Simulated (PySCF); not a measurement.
Species: CH₇BF₂GeSi.
Atom-mapped SMILES: `[F:1][B:2]([F:3])[SiH2:4][CH2:5][GeH3:6]` (hydrogens: H7, H8 on Si4; H9, H10 on C5; H11, H12, H13 on Ge6)

Geometry (PBE0-D3(BJ)/def2-SVP, Å), atoms numbered from 1 in this order:
```
atom  x, y, z in Å
F1     1.2092    1.9772    0.7203
B2     1.9331    0.8789    0.5809
F3     3.2335    1.0240    0.7461
Si4    1.0598   -0.9142    0.1739
C5    -0.5208   -0.7038   -0.8242
Ge6   -1.8378    0.5341   -0.0536
H7     0.7395   -1.5522    1.4924
H8     2.0412   -1.7992   -0.5294
H9    -0.2760   -0.3551   -1.8410
H10   -0.9984   -1.6912   -0.9330
H11   -3.2505    0.1509   -0.5352
H12   -1.7988    0.4591    1.4853
H13   -1.5264    1.9741   -0.4932
```

All values: CAM-B3LYP/def2-SVPD (PySCF, non-relativistic), on one gas-phase PBE0-D3(BJ)/def2-SVP geometry that isn't relaxed in the solvent. The solvent is an IEF-PCM continuum (Bondi radii, 1.10 Å for H, scaled by 1.2), and excitations are vertical TDDFT with non-equilibrium linear response and a frozen core. Only the electrostatic response of the medium enters. Spin–orbit coupling is left out although an atom past zinc is present.

Gas-phase singlets (H = HOMO, L = LUMO):

```tsv
state	E (eV)	λ (nm)	f	leading configuration
S1	6.475	191	0.032	H-1→L 76%
S2	7.057	176	0.037	H→L 85%
S3	7.734	160	0.040	H-2→L 68%
S4	7.977	155	0.003	H→L+1 67%
S5	8.019	155	0.028	H-1→L+1 61%
```

What are the lowest 5 singlets in acetonitrile (ε = 35.69)?

```csv
state,E (eV),λ (nm),f,leading configuration,change by rank (eV)
S1,6.479,191,0.041,H-1→L 81%,+0.004
S2,7.013,177,0.053,H→L 92%,-0.044
S3,7.666,162,0.063,H-2→L 71%,-0.068
S4,7.965,156,0.004,H→L+1 52%,-0.012
S5,8.040,154,0.048,H-1→L+1 52%,+0.021
```

How do the frontier levels move from gas to acetonitrile?

| orbital | gas (eV) | solvent (eV) | change (eV) |
| --- | --- | --- | --- |
| LUMO+2 | 1.16 | 1.30 | +0.14 |
| LUMO+1 | 0.81 | 0.96 | +0.15 |
| LUMO | -0.04 | 0.17 | +0.21 |
| HOMO | -10.08 | -9.83 | +0.25 |
| HOMO-1 | -10.18 | -9.99 | +0.19 |
| HOMO-2 | -10.69 | -10.47 | +0.22 |
| HOMO-3 | -10.84 | -10.67 | +0.17 |

The HOMO–LUMO gap goes from 10.04 to 10.00 eV.

The run took 43 s of wall time on one thread, Arm Neoverse V2 (aarch64), shared host, and the process peaked at 1.1 GiB of memory. This is the whole response run at CAM-B3LYP/def2-SVPD in acetonitrile, SCF included.
